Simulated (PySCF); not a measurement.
## PbCl2(NH3) at several levels of theory

Computed with PySCF 2.14.0 (density fitting, no spin-orbit coupling) at the geometry relaxed with PBE:

```xyz
7
PbCl2(NH3) (singlet)
Pb   -0.0036   -0.0062    1.1372
Cl    1.8082   -0.8146   -0.4809
Cl   -1.6096    1.1587   -0.4809
N    -1.1635   -2.0152    0.1375
H    -1.6175   -2.8015    0.6196
H    -1.8494   -1.5338   -0.4662
H    -0.4037   -2.3685   -0.4662
```

```csv
level,basis,state,HOMO (eV),gap (eV),charge on Pb1 (e),dipole about the centre of mass (D),largest force component (eV/Å)
PBE,"Pb def2-SVP with ECP60, Cl def2-SVP, N def2-SVP, H def2-SVP",singlet,-6.13,4.11,0.57,5.37,0.01
HF,the same,singlet,-9.86,11.12,0.93,6.07,0.89
PBE,"Pb def2-TZVP with ECP60, Cl def2-TZVP, N def2-TZVP, H def2-TZVP",singlet,-6.49,4.19,0.76,5.56,0.23
PBE,"Pb x2c-SVPall, Cl x2c-SVPall, N x2c-SVPall, H x2c-SVPall",singlet,-6.13,4.09,0.59,5.34,0.58
```

Charges are Mulliken's, which hang on the basis. The relaxation used the grid (50, 194), these runs (75, 302) or, all-electron (x2c bases, spin-free X2C Hamiltonian), (99, 590).

(1) A further run in the first row's basis gives HOMO (eV) -9.49, gap (eV) 9.90, charge on Pb1 (e) 0.72, dipole about the centre of mass (D) 5.84, largest force component (eV/Å) 0.33. Which level was it?
A. revPBE
B. BLYP
C. wB97X

Results:

(1) C. The others give HOMO -5.90 eV (BLYP); -6.10 eV (revPBE).
